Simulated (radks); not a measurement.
The numbers below are computed, except where a source is named.
Task: Radial electron density D(r) = 4 pi r^2 rho(r) of an atom or ion with 12 electrons. Code: a radial shooting solver on a logarithmic mesh with Libxc functionals. Model: scalar-relativistic Kohn-Sham, exchange-only LDA, spin-polarised, spherical densities, finite nucleus; Fermi nuclear charge, rms radius of each element as measured or else 0.836 A^(1/3) + 0.57 fm.

r (bohr),D(r) (e/bohr),spin D(r)
0.007247,1.175,0.0218
0.009362,1.835,0.0339
0.01209,2.812,0.0518
0.01575,4.262,0.0780
0.02034,6.182,0.112
0.02628,8.619,0.154
0.03421,11.52,0.199
0.0442,14.28,0.233
0.05709,16.32,0.240
0.07375,16.90,0.199
0.09603,15.59,0.108
0.124,13.13,0.0167
0.1602,11.16,0.0204
0.2086,11.32,0.234
0.2695,13.45,0.632
0.3482,15.17,1.00
0.4497,13.92,1.07
0.5856,9.483,0.761
0.7564,4.862,0.375
0.9771,2.407,0.160
1.272,1.845,0.0786
1.644,1.467,0.0118
2.123,0.7645,0.0106
2.743,0.3329,0.128
3.571,0.2202,0.197
4.613,0.1122,0.111
5.959,0.02388,0.0239
7.759,0.001535,0.00154

What is the nuclear charge?

Result: Z = 15. The innermost maximum, from 1s, lies near gamma/Z bohr with gamma = sqrt(1 - (Z/c)^2) = 0.994, here 0.0663 bohr (found: 0.0703), and its height grows with Z. The density is that of the phosphorus ion P3+ in [He] 2s1.5 2p6 3s2 4s0.5; the configuration itself is not fixed sharply by these data, and Z only to about a unit. D(r) has 2 maxima, at r = 0.0703, 0.362 bohr, and minima at 0.181 bohr, inside which lie 2.21 electrons.
